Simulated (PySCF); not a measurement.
# P(3+) (phosphorus, charge +3) across methods

[Ne] 3s2, closed-shell 1S. Calculation: PySCF 2.14, in x2c-QZVPPall (9s6p4d2f1g, 70 functions); the spin-free X2C one-electron Hamiltonian (Gaussian nucleus).

```csv
method,E (hartree),mean ε 2s (eV),mean ε 2p (eV),mean ε 3s (eV),Σ⟨r²⟩ (bohr²),⟨S²⟩
r2SCAN,-339.8335,-216.78,-165.38,-45.812,8.843,0.000
PBE,-339.7194,-212.32,-162.96,-45.605,8.798,0.000
LDA,-338.5922,-211.48,-163.01,-45.741,8.789,0.000
PBE0,-339.7439,-220.64,-168.95,-46.953,8.810,0.000
r2SCAN0,-339.8326,-223.79,-170.69,-47.081,8.842,0.000
TPSS,-339.8887,-213.98,-163.55,-45.677,8.810,0.000
wB97X,-339.8796,-221.54,-170.54,-49.577,8.777,0.000
UHF,-339.38238,-244.27,-185.62,-50.000,8.910,0.000
CAM-B3LYP,-339.8902,-220.89,-169.95,-48.564,8.816,0.000
```
